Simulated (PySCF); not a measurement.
Be(SH)(SeH) (BeH2SSe), SMILES [SH][Be][SeH]. Atoms are numbered in the order given.

```xyz
5

Be     0.0409     0.3789    -0.5796
S      0.1627     1.4305    -2.1575
H     -1.1036     1.8727    -2.0380
Se    -0.0339    -0.7171     1.1321
H     -0.5106    -1.8948     0.3855
```

Coordinates come from a B3LYP-D3(BJ)/def2-TZVP optimisation. The values are those of a single conformer.

Method: PySCF with IEF-PCM-B3LYP/def2-SVP.

The values are the electrostatic part of the solvation free energy, E(continuum) − E(gas) at the gas-phase geometry, in a cavity of scaled van der Waals radii (PySCF's table); cavitation and dispersion terms are not included. A continuum can't describe solvent molecules that bind to the metal. In vacuum the orbital gap is 6.26 eV. The dipole moment in vacuum is 1.10 D.

| solvent | ε | ΔG(elec) (kcal/mol) | dipole (D) | gap (eV) |
|---|---|---|---|---|
| water | 78.36 | -5.7 | 1.53 | 6.51 |
| 2-propanol | 19.26 | -5.2 | 1.50 | 6.49 |
| benzene | 2.27 | [?] | [?] | [?] |

Q: What belongs in the gaps? (An estimate is asked for; the answer gives what the named calculation found.)

A: 
- benzene, ΔG(elec) (kcal/mol): -2.4
- benzene, dipole (D): 1.27
- benzene, gap (eV): 6.37
